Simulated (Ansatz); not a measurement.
Ansatz (an electronic-structure program) job for C₃H₈OSi₂, SMILES [SiH3][C@H]1OC=C[SiH2]1, PBE/def2-SVPD. Coordinates come from a B3LYP-D3(BJ)/def2-SVP optimisation. The structure was generated by enumeration; whether it is a known compound was not checked. Other conformers were not sampled.

Ansatz 0.2 input:
```yaml
crystal:
  periodic: [false, false, false]
  atoms:
    - {symbol: Si, position_ang: [2.06917776, 0.29753158, -0.28054836]}
    - {symbol: C, position_ang: [0.34709331, -0.45301487, -0.55247727]}
    - {symbol: O, position_ang: [0.05089144, -1.27992696, 0.61834475]}
    - {symbol: C, position_ang: [-1.06548521, -0.90637287, 1.27724823]}
    - {symbol: C, position_ang: [-1.84806030, 0.11116521, 0.86107709]}
    - {symbol: Si, position_ang: [-1.09931500, 0.81450478, -0.67922415]}
    - {symbol: H, position_ang: [2.42805174, 1.11080263, -1.48023850]}
    - {symbol: H, position_ang: [2.02705222, 1.17793215, 0.92041244]}
    - {symbol: H, position_ang: [3.09124995, -0.76843291, -0.08008503]}
    - {symbol: H, position_ang: [0.36909861, -1.12633388, -1.42549807]}
    - {symbol: H, position_ang: [-1.23301309, -1.52851706, 2.16288662]}
    - {symbol: H, position_ang: [-2.74695774, 0.37952351, 1.41602329]}
    - {symbol: H, position_ang: [-0.62830415, 2.23045102, -0.60086673]}
    - {symbol: H, position_ang: [-1.89367427, 0.68481647, -1.93766538]}
basis:
  gaussian:
    orbitals: def2-SVPD
hamiltonian:
  xc: {name: PBE}
```

Output:

```
WARN ansatz: RAYON_NUM_THREADS=2 ignored (pool sized by the plan → 2); use --threads N
Functional definition: PBE
integrals: 0.15 GiB planned
1660 factors; their error is unknown
mean field: 0.99 GiB planned
mean field evaluation 1: about -21010.0666 eV, gradient 6.1e1 eV
mean field evaluation 2: about -20989.0495 eV, gradient 1.1e2 eV
mean field evaluation 4: about -21018.7831 eV, gradient 1.8e1 eV
mean field evaluation 8: about -21019.5072 eV, gradient 2.8e-1 eV
mean field evaluation 16: about -21019.4327 eV, gradient 5.4e-4 eV
mean field -21019.43272398 eV, -772.4499051232 hartree, gradient 5.5e-5 eV, S^2 0.000000; 0 other end points of the search recorded, 0 dependent functions left out
reference -21019.43277604 eV, -772.4499070363 hartree; 31, 31 occupied and 164, 164 virtual orbitals, 1660 factors
Total energy: -21019.43277604 eV, -772.4499070363 hartree
```

Self-consistency was reached.
